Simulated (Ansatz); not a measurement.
Basis-set extrapolation for B2Cl2F4, SMILES `F[B-]1(F)[Cl+][B-](F)(F)[Cl+]1` (PBE0-D4/def2-TZVP geometry, frozen core, the Gaussian-basis code of Ansatz). Multiplicity 1, RHF reference.

|  | def2-TZVPP | def2-QZVPP |
| --- | --- | --- |
| HF | -1366.643817 | -1366.689051 |
| MP2 correlation | -1.578876 | -1.728354 |
| CCSD(T) correlation | -1.663037 | not run |

Energies in hartree. Use E(X) = E(∞) + A·exp(−7.88·√X) for Hartree–Fock and E(X) = E(∞) + B·X^(−2.97) for correlation, with X = 3 and 4, and add CCSD(T) minus MP2 of the smaller set to the MP2 limit.

**Question.** What is the CCSD(T) energy at the basis-set limit?

**Answer.** HF limit: -1366.689051 + (-0.045234) × 0.13774 = -1366.69528. MP2 limit: -1.728354 + (-0.149478) × 0.74074 = -1.83908. Higher-order term: -1.663037 − (-1.578876) = -0.08416. Total: -1368.61852 hartree, 8.48 eV below CCSD(T)/def2-TZVPP.
